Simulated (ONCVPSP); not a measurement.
## chromium (Cr): one change to an ONCV potential, before and after

* Element: chromium
* Generator: ONCVPSP 4.0.1
* Type: optimised norm-conserving Vanderbilt (ONCV)
* Functional: PBE
* Relativity: scalar-relativistic
* Frozen core: [Ar]
* Valence charge: 6
* Reference configuration: 3d5 4p1
* Partial waves: s scattering state at 0.41 Ha: rc 2.80 bohr, ncon 4, nbas 7, qcut 2.1 1/bohr, 1 projector; 4p: rc 3.50 bohr, ncon 4, nbas 8, qcut 2.4 1/bohr, 1 projector; 3d: rc 1.30 bohr, ncon 5, nbas 9, qcut 11.2 1/bohr, 1 projector
* Local potential: polynomial inside 0.80 bohr (lpopt 5, dvloc0 0 Ha)
* Core correction: Teter function fitted to the true core (icmod 2), fcfact 0.65

In the s channel the program set the typed energies aside and used 0.050 Ha.

Change: p: nproj 3.

Cutoffs: the cutoffs (Ha) at which the residual kinetic energy of the hardest occupied pseudo-wave falls to 1 and 0.1 mHa per electron; they do not see the model core or the augmentation charge, which bear on the density cutoff. Errors are all-electron minus pseudo energies relative to the spin-unpolarised reference configuration.

Question: What does the change do?

Answer: The potential gets neither clearly harder nor softer (53 Ha and 61 Ha → 53 Ha and 61 Ha); the bound ghosts move from p, s to s; the lowest positive-energy flag moves from none to p at 42.3 eV; the number of tests with a reliable result goes from 3 to 4; the errors of the 3 common tests hardly move; the range in which the p phases agree widens (upper end 0.7 → at the end of the scan).

| quantity | base | changed |
| --- | --- | --- |
| cutoff, loose | 53 Ha | 53 Ha |
| cutoff, tight | 61 Ha | 61 Ha |
| bound ghosts | s, p | s |
| GHOST(+) flags under 300 eV | none | p at 42.3 eV |
| tests with a reliable result | 3 of 4 | 4 of 4 |
| error for 3d5 4s1 4p0, meV [ΔE -3.12 eV] | +37 | +37 |
| error for 3d5 4p0, meV [ΔE 3.78 eV] | -1.3 | -1.3 |
| error for 3d4 4s1 4p1, meV [ΔE 0.38 eV] | -100 | -99 |
| s: phases at 2.83 bohr within 0.05 rad from the reference energy up to (Ha; the scan ends near 5) | 0.7 | 0.7 |
| p: phases at 3.56 bohr within 0.05 rad from the reference energy up to (Ha; the scan ends near 5) | 0.7 | to the end of the scan |
| d: phases at 1.32 bohr within 0.05 rad from the reference energy up to (Ha; the scan ends near 5) | 3.1 | 3.1 |
| rms error of d²Exc/dni dnj with the model core, mHa | 4.02 | 4.02 |

 A true bound ghost makes a file unfit for plane-wave use even where its test errors are small: the radial tests pick states by their node count and pass the ghost by.
